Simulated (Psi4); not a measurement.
CH$_{8}$Si$_{2}$, quintet, at a GFN2-xTB geometry of the parent state (a higher spin typed on purpose: for a closed-shell molecule this is an excited state); TPSS/6-31G** (Psi4 1.11).

The Psi4 input:
```
memory 2 GB

molecule mol {
0 5
Si    1.469501    0.675243   -0.004315
C     0.249959   -0.773362   -0.140745
Si   -1.582865   -0.324499    0.068147
H     2.839701    0.182994   -0.185178
H     1.181014    1.668952   -1.040543
H     1.358676    1.297376    1.316715
H     0.513805   -1.524899    0.604684
H     0.384534   -1.254531   -1.110514
H    -1.982528    0.632796   -0.965442
H    -1.804865    0.261220    1.391816
H    -2.402995   -1.534148   -0.060719
}

set {
  basis 6-31g**
  reference uks
}

energy('tpss')
print_variables()
```

Problem. Predict the main parts of the log of this Psi4 run.

Solution. 
```
   => Loading Basis Set <=

    Name: 6-31G**
    Role: ORBITAL
    Keyword: BASIS

         ---------------------------------------------------------
                                   SCF
               by Justin Turney, Rob Parrish, Andy Simmonett
                          and Daniel G. A. Smith
                              UKS Reference
         ---------------------------------------------------------

  ==> Geometry <==

    Molecular point group: c1
    Full point group: C1

    Geometry (in Angstrom), charge = 0, multiplicity = 5:

       Center              X                  Y                   Z               Mass
    ------------   -----------------  -----------------  -----------------  -----------------
         SI           1.470606587567     0.671822155270    -0.004937461712    27.976926534650
         C            0.251064587567    -0.776782844730    -0.141367461712    12.000000000000
         SI          -1.581759412433    -0.327919844730     0.067524538288    27.976926534650
         H            2.840806587567     0.179573155270    -0.185800461712     1.007825032230
         H            1.182119587567     1.665531155270    -1.041165461712     1.007825032230
         H            1.359781587567     1.293955155270     1.316092538288     1.007825032230
         H            0.514910587567    -1.528319844730     0.604061538288     1.007825032230
         H            0.385639587567    -1.257951844730    -1.111136461712     1.007825032230
         H           -1.981422412433     0.629375155270    -0.966064461712     1.007825032230
         H           -1.803759412433     0.257799155270     1.391193538288     1.007825032230
         H           -2.401889412433    -1.537568844730    -0.061341461712     1.007825032230

  Running in c1 symmetry.

  Rotational constants: A =      0.62054  B =      0.09460  C =      0.08837 [cm^-1]
  Rotational constants: A =  18603.18597  B =   2836.00099  C =   2649.15498 [MHz]
  Nuclear repulsion =  150.449941274593812

  Charge       = 0
  Multiplicity = 5
  Electrons    = 42
  Nalpha       = 23
  Nbeta        = 19

  ==> Algorithm <==

  SCF Algorithm Type is DF.
  DIIS enabled.
  MOM disabled.
  Fractional occupation disabled.
  Guess Type is SAD.
  Energy threshold   = 1.00e-06
  Density threshold  = 1.00e-06
  Integral threshold = 1.00e-12

  ==> Primary Basis <==

  Basis Set: 6-31G**
    Blend: 6-31G**
    Number of shells: 46
    Number of basis functions: 93
    Number of Cartesian functions: 93
[...]
      Ntotal   =   42.0001907742 ; deviation = 1.908e-04

   @Spin Contamination Metric:   5.406812176E-03
   @S^2 Expected:                6.000000000E+00
   @S^2 Observed:                6.005406812E+00
   @S   Expected:                2.000000000E+00
   @S   Observed:                2.000000000E+00

    Orbital Energies [Eh]
    ---------------------

    Alpha Occupied:

[...]
    Alpha Virtual:

[...]
      93A      4.249160

    Beta Occupied:

[...]
      19A     -0.316150

    Beta Virtual:

[...]
    Final Occupation by Irrep:
              A
    DOCC [    19 ]
    SOCC [     4 ]
    NA   [    23 ]
    NB   [    19 ]

  @DF-UKS Final Energy:  -621.36543357267328

   => Energetics <=

    Nuclear Repulsion Energy =            150.4499412745938116
    One-Electron Energy =               -1155.8203178881635722
    Two-Electron Energy =                 434.1708563043438289
    DFT Exchange-Correlation Energy =     -50.1659132634473863
    Empirical Dispersion Energy =           0.0000000000000000
    VV10 Nonlocal Energy =                  0.0000000000000000
    Total Energy =                       -621.3654335726732825

  UHF NO Occupations:
  HONO-2 :   21  A 1.0000000
  HONO-1 :   22  A 1.0000000
  HONO-0 :   23  A 1.0000000
  LUNO+0 :   24  A 0.0014640
  LUNO+1 :   25  A 0.0005918
  LUNO+2 :   26  A 0.0002319
  LUNO+3 :   27  A 0.0001974

Computation Completed

Properties will be evaluated at   0.000000,   0.000000,   0.000000 [a0]

Properties computed using the SCF density matrix

 Multipole Moments:

 ------------------------------------------------------------------------------------
     Multipole            Electronic (a.u.)      Nuclear  (a.u.)        Total (a.u.)
 ------------------------------------------------------------------------------------

 L = 1.  Multiply by 2.5417464519 to convert [e a0] to [Debye]
 Dipole X            :          0.2824972            0.0877488            0.3702460
 Dipole Y            :         -0.8740299           -0.2714997           -1.1455296
 Dipole Z            :         -0.1589909           -0.0494095           -0.2084005
 Magnitude           :                                                    1.2217819

 ------------------------------------------------------------------------------------

  Variable Map:
  ----------------------------------------------------------------------------
[...]
  Array Variable Map:
  ----------------------------------------------------------------------------
[...]
[...]
```
